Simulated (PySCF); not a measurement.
## Potential energy of TmS along the bond

Set-up: basis Tm x2c-TZVPall, S x2c-TZVPall; spin-free X2C with a Gaussian nucleus; PySCF 2.14. Energies in eV from Tm (4f13 6s2) + S in their ground configurations at the same level. State: doublet, about 12.7 electrons in the 4f shell (Mulliken), real f orbitals that mix terms.

```json
{"R (Å)": "1.994", "PBE": "-2.630", "PBE0": "-2.243"}
{"R (Å)": "2.087", "PBE": "-3.335", "PBE0": "-2.925"}
{"R (Å)": "2.180", "PBE": "-3.731", "PBE0": "-3.293"}
{"R (Å)": "2.249", "PBE": "-3.875", "PBE0": "-3.419"}
{"R (Å)": "2.319", "PBE": "-3.921", "PBE0": "-3.452"}
{"R (Å)": "2.389", "PBE": "-3.890", "PBE0": "-3.415"}
{"R (Å)": "2.481", "PBE": "-3.763", "PBE0": "-3.284"}
{"R (Å)": "2.597", "PBE": "-3.509", "PBE0": "-3.031"}
{"R (Å)": "2.736", "PBE": "-3.130", "PBE0": "-2.653"}
{"R (Å)": "2.922", "PBE": "-2.580", "PBE0": "-2.099"}
```

Problem. Put a parabola through the three lowest points of the PBE curve and estimate Re, k and ωe (reduced mass 26.88 u; 1 eV/Å² = 0.16022 mdyn/Å; ωe = 1302.8·√(k/μ) cm⁻¹).

Solution. Through R = 2.249, 2.319, 2.389 Å the second-order coefficient is 7.86 eV/Å², so Re ≈ 2.326 Å, k ≈ 2.52 mdyn/Å and ωe ≈ 399 cm⁻¹. A polynomial fit of higher order to the unrounded PBE energies gives Re = 2.323 Å, k = 2.47 mdyn/Å, ωe = 395 cm⁻¹; anharmonicity and rounding make the difference.

The higher-order fit for each curve: PBE: Re = 2.323 Å, ωe = 395 cm⁻¹, De = 3.92 eV; PBE0: Re = 2.313 Å, ωe = 388 cm⁻¹, De = 3.45 eV.

⟨S²⟩ is raised (TmS 0.93, TmS 0.99), so spin contamination touches these numbers. These are scalar-relativistic numbers at best; spin–orbit coupling would shift them, the dissociation energy most. The state is the lowest single determinant that the PBE0 search found; with open d or f shells the true ground state can be another one.
